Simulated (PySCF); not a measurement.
## `C=Cc1ccc(C)[pH]1`: 4 charge schemes on one density

Species: C7H9P.
Cartesian coordinates in Å at the GFN2-xTB level; atoms count from 1:
```xyz
17
C7H9P angstrom
C     -2.9943   -0.7117    1.0838
C     -2.3728   -0.6505   -0.0905
C     -1.0040   -0.2381   -0.2551
C     -0.3520   -0.0907   -1.4377
C      1.0164    0.3143   -1.3214
C      1.4494    0.4788   -0.0531
C      2.8178    0.8888    0.3721
P      0.0735    0.2749    1.1256
H     -2.4822   -0.4385    1.9945
H     -4.0187   -1.0273    1.1769
H     -2.8933   -0.9223   -1.0016
H     -0.8108   -0.2771   -2.3969
H      1.6436    0.4471   -2.1899
H      3.2478    0.1504    1.0489
H      3.4721    0.9961   -0.4909
H      2.7802    1.8390    0.9050
H      0.4200   -1.0211    1.5206
```

Density: PBE0/pcSseg-1 (PySCF); schemes: Mulliken, IAO, Hirshfeld and ESP-fitted. The structure is a single GFN2-xTB conformer in the gas phase; no vibrational or solvent corrections.

Q: At which atom do the 4 schemes differ most?

A: At C6: from -0.616 (Mulliken) to +0.248 e (ESP-fitted), 0.864 e apart.

Q: For which atoms does the sign change between the 4 schemes (beyond +0.03 e in one, beyond −0.03 e in another)?

A: C3, C6 and P8.

Q: Do the Mulliken, IAO, Hirshfeld and ESP-fitted schemes agree on where the charge is lowest?

A: The schemes don't all agree: Mulliken C6 (-0.616); IAO C7 (-0.423); Hirshfeld C7 (-0.120); ESP-fitted C7 (-0.553).

Q: Give the atomic charges in each scheme.

A: In e:

```
atom                 environment  Mulliken     IAO  Hirshfeld  ESP-fitted
  C1        terminal =CH2 carbon    -0.161  -0.323     -0.107      -0.339
  C2            alkene CH carbon    -0.088  -0.133     -0.054      -0.196
  C3     unsaturated ring carbon    -0.480  -0.194     -0.058      +0.073
  C4  unsaturated ring CH carbon    -0.031  -0.157     -0.056      -0.181
  C5  unsaturated ring CH carbon    +0.024  -0.175     -0.068      -0.312
  C6     unsaturated ring carbon    -0.616  -0.169     -0.039      +0.248
  C7  carbon bonded to C and 3 H    -0.122  -0.423     -0.120      -0.553
  P8             ring phosphorus    +0.511  +0.365     +0.130      -0.152
  H9            vinylic hydrogen    +0.124  +0.143     +0.035      +0.164
 H10            vinylic hydrogen    +0.117  +0.155     +0.047      +0.159
 H11            vinylic hydrogen    +0.092  +0.148     +0.049      +0.154
 H12              hydrogen on C4    +0.077  +0.151     +0.051      +0.160
 H13              hydrogen on C5    +0.077  +0.149     +0.049      +0.186
 H14             methyl hydrogen    +0.126  +0.152     +0.045      +0.163
 H15             methyl hydrogen    +0.117  +0.149     +0.048      +0.144
 H16             methyl hydrogen    +0.133  +0.157     +0.046      +0.177
 H17              hydrogen on P8    +0.099  +0.004     +0.001      +0.104
```

Mean size of the charges over all atoms: ESP-fitted 0.204 e, IAO 0.185 e, Mulliken 0.176 e, Hirshfeld 0.059 e. Each set sums to the total charge, 0, to within 0.001 e. The ESP scheme is a least-squares fit of atom-centred charges to the potential on four shells outside the van der Waals surface, with the total charge fixed.

Q: Sum the charges by element, for elements with more than one atom.

A: 
```csv
element,atoms,Mulliken,IAO,Hirshfeld,ESP-fitted
C,7,-1.473,-1.573,-0.501,-1.260
H,9,+0.962,+1.208,+0.371,+1.412
```

Q: How closely do the schemes follow one another over all atoms?

A: Correlation coefficient and root-mean-square difference: IAO with Hirshfeld 0.99, 0.142 e; Mulliken with IAO 0.72, 0.172 e; Mulliken with Hirshfeld 0.70, 0.205 e; IAO with ESP-fitted 0.66, 0.182 e; Hirshfeld with ESP-fitted 0.66, 0.194 e; Mulliken with ESP-fitted 0.02, 0.333 e.
